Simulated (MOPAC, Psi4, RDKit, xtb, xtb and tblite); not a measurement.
Conformational energy of SMILES CC(C)c1ccc([SiH3])s1. Scanned: dihedral C1–C2–C4–S9; all other coordinates were relaxed at GFN2-xTB.

Geometry of the scan point at -30° (Å):
```
21

C     -2.3253     1.3480     0.1879
C     -1.8400    -0.0674    -0.1262
C     -2.2926    -1.0394     0.9645
C     -0.3510    -0.1015    -0.3004
C      0.5161    -1.1257    -0.0665
C      1.8553    -0.8043    -0.3693
C      2.0310     0.4637    -0.8379
Si     3.6038     1.3309    -1.3635
S      0.5018     1.2834    -0.9061
H     -1.8756     1.7040     1.1125
H     -3.4070     1.3587     0.3013
H     -2.0562     2.0331    -0.6127
H     -2.2983    -0.3797    -1.0759
H     -1.7957    -0.8109     1.9047
H     -3.3670    -0.9555     1.1110
H     -2.0672    -2.0667     0.6915
H      0.2186    -2.0873     0.3117
H      2.6718    -1.4941    -0.2425
H      3.8109     2.5119    -0.5222
H      4.6974     0.3742    -1.1934
H      3.4851     1.7417    -2.7644
```

- GFN2-xTB (xtb and tblite)
- MMFF94 // GFN2-xTB (RDKit)
- PBE0/def2-SVP // GFN2-xTB (Psi4)
- PBE0-D3(BJ)/def2-SVP // GFN2-xTB (Psi4)
- PBE/def2-SVP // GFN2-xTB (Psi4)
- PBE-D3(BJ)/def2-SVP // GFN2-xTB (Psi4)
- UFF // GFN2-xTB (RDKit)
- PM7, restricted, heats of formation // GFN2-xTB (MOPAC)
- GFN1-xTB // GFN2-xTB (xtb)

Least-squares fit of E(φ) = a0 + Σ (a_n cos nφ + b_n sin nφ), n = 1 to 4, to the 24 scan points, in kcal/mol above the lowest point of each profile (levels whose profile four harmonics don't fit are not listed):

```tsv
method	a0	a1	b1	a2	b2	a3	b3	a4	b4	rms of fit
GFN2-xTB	0.83	-0.08	-0.15	0.29	-0.45	0.16	0.01	-0.02	-0.06	0.03
MMFF94	2.66	0.52	0.93	1.13	-1.71	0.26	0.03	-0.09	-0.19	0.06
PBE0/def2-SVP	0.52	-0.02	-0.04	0.16	-0.20	0.30	0.03	-0.01	-0.04	0.04
PBE0-D3(BJ)/def2-SVP	0.57	-0.05	-0.09	0.16	-0.20	0.31	0.03	-0.02	-0.05	0.04
PBE/def2-SVP	0.43	0.00	-0.01	0.15	-0.19	0.28	0.03	-0.02	-0.05	0.04
PBE-D3(BJ)/def2-SVP	0.47	-0.03	-0.06	0.14	-0.17	0.29	0.03	-0.02	-0.05	0.04
UFF	2.00	0.02	0.02	1.02	-1.55	-0.25	-0.01	-0.07	-0.16	0.06
PM7	0.73	0.09	0.16	0.36	-0.56	0.06	0.01	-0.04	-0.08	0.01
GFN1-xTB	0.71	-0.11	-0.20	0.24	-0.37	0.04	0.00	-0.02	-0.04	0.02
```

MMFF94 has few fitted parameters for silicon.
